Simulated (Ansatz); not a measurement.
Input file for Ansatz (a quantum-chemistry and plane-wave program): R-RI-MP2/aug-cc-pVTZ on C2H6O (a complex), monomers drawn apart or pushed together. Files ending in .json are basis or fitting sets from the Basis Set Exchange.

Ansatz 0.2 input:
```yaml
crystal:
  periodic: [false, false, false]
  atoms:
    - {symbol: C, position_ang: [-0.02331446, -0.00315736, 0.11219479]}
    - {symbol: H, position_ang: [-0.92380223, -0.61666894, 0.13498743]}
    - {symbol: H, position_ang: [0.61089034, -0.24874705, 0.96280025]}
    - {symbol: H, position_ang: [0.51752227, -0.19591626, -0.81338865]}
    - {symbol: H, position_ang: [-0.30088969, 1.05004129, 0.15171320]}
    - {symbol: C, position_ang: [-0.22228136, 0.05252111, 4.17901497]}
    - {symbol: O, position_ang: [0.88242663, -0.36740973, 3.97401360]}
    - {symbol: H, position_ang: [-0.61234307, 0.19632631, 5.20498447]}
    - {symbol: H, position_ang: [-0.90948747, 0.31849334, 3.35359815]}
basis:
  gaussian:
    orbitals: aug-cc-pVTZ
    fitting: {mean_field: def2-universal-JKFIT, correlation: aug-cc-pVTZ-RIFIT.json}
magnetization: {spin_polarized: false}
correlation: {method: mp2, electrons: outside_noble_gas}
scf: {lower_state_search: off}
```

Output:

```
WARN ansatz: RAYON_NUM_THREADS=1 ignored (pool sized by the plan → 1); use --threads N
Functional definition: HF
these checks for a lower state are left out or cut short: stability, starts, cluster_reference, orbital_swaps, neighbouring_geometries, increment
integrals: 0.24 GiB planned
335 factors; integrals over basis functions are off by at most 9.7e-1 eV
mean field: 0.40 GiB planned
mean field evaluation 1: about -4190.6090 eV, gradient 4.0e1 eV
mean field evaluation 2: about -4192.7658 eV, gradient 2.7e1 eV
mean field evaluation 4: about -4194.0270 eV, gradient 1.5e0 eV
mean field evaluation 8: about -4194.0357 eV, gradient 2.1e-6 eV
mean field -4194.03572799 eV, -154.1279701842 hartree, gradient 2.1e-6 eV, S^2 0.000000; 0 other end points of the search recorded, 0 dependent functions left out
3 core orbitals not correlated
594 factors; their error is unknown
reference -4194.03572799 eV, -154.1279701842 hartree; 10, 10 occupied and 263, 263 virtual orbitals, 594 factors
second order -16.43317914 eV of doubles, -0.00000000 eV of singles
Total energy: -4210.46890714 eV, -154.7318783790 hartree
Checks for a lower state left out: stability, starts, cluster_reference, orbital_swaps, neighbouring_geometries, increment
```

The calculation finished and met its thresholds.

Cost: around 1.5 core-seconds (rough).
